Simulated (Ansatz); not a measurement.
Species: C$_{5}$H$_{11}$F$_{3}$Si, SMILES `C[C@@H]([SiH3])[C@H](C)C(F)(F)F` (Si–C–C–C torsion 66°) (charge 0, multiplicity 1).

### Question
Give a relaxed geometry from Ansatz (a program for electronic structure) with B3LYP-D3(BJ)/def2-SVP.

### Answer
Several could match; the one computed here: the end point of this relaxation, one of several conformers (outside a Z-matrix the atoms follow the SMILES, hydrogens last).
Z-matrix (Å, degrees):
```
C
H 1 1.1037
C 1 1.5389 2 107.45
H 3 1.1001 1 111.01 2 -52.42
H 3 1.1018 4 107.16 1 123.03
H 3 1.1037 4 107.64 5 115.20
C 1 1.5487 2 106.48 3 118.79
H 7 1.1050 1 107.02 2 -58.19
C 7 1.5208 8 103.97 1 -118.99
F 9 1.3451 7 112.10 8 65.80
F 9 1.3454 10 107.11 7 122.50
F 9 1.3513 10 107.08 11 114.30
C 7 1.5323 8 108.07 9 -116.84
H 13 1.0983 7 110.53 8 -59.92
H 13 1.0992 14 107.83 7 -121.01
H 13 1.0995 14 108.19 15 -116.74
Si 1 1.9160 2 104.23 7 124.67
H 17 1.4873 1 112.26 2 -45.28
H 17 1.4915 18 109.57 12 72.55
H 17 1.4933 18 108.45 19 117.67
```
